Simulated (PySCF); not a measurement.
**A small calculation by hand: oscillator strength and radiative lifetime**

Sn(F)(Me)(NH2)2 (CH7FN2Sn), SMILES [CH3][Sn]([NH2])([NH2])[F].

Coordinates come from a PBE-D3(BJ)/def2-SVP optimisation. The structure was generated by enumeration; whether it is a known compound was not checked. The def2 effective core potentials stand for the cores of Sn; spin–orbit coupling is left out. One conformer was computed; it need not be the lowest.

TDA-B3LYP/def2-SVPD (PySCF 2.14.0) puts the first singlet state with f over 0.02 at 5.41 eV (vertical), with the transition dipole (-0.472, -0.421, 0.149) in atomic units.

Task: Find the oscillator strength, the wavelength and the radiative lifetime that this transition would have in vacuum if emission retraced absorption.

Result: 
|μ|² = 0.4222 au, so |μ| = 1.65 D. ΔE = 5.41/27.211 = 0.1988 hartree. f = (2/3) ΔE |μ|² = 0.056 (the program prints 0.056).
λ = 1239.84/5.41 = 229 nm; ν = 43635 cm⁻¹.
Einstein's coefficient A = 0.6670 ν² f s⁻¹ (ν in cm⁻¹) = 7.1e7 s⁻¹, so τ = 1/A = 14 ns. This state is S1. The figure is the radiative limit of this one transition; relaxation, internal conversion, crossing to triplets and a medium change what is measured.
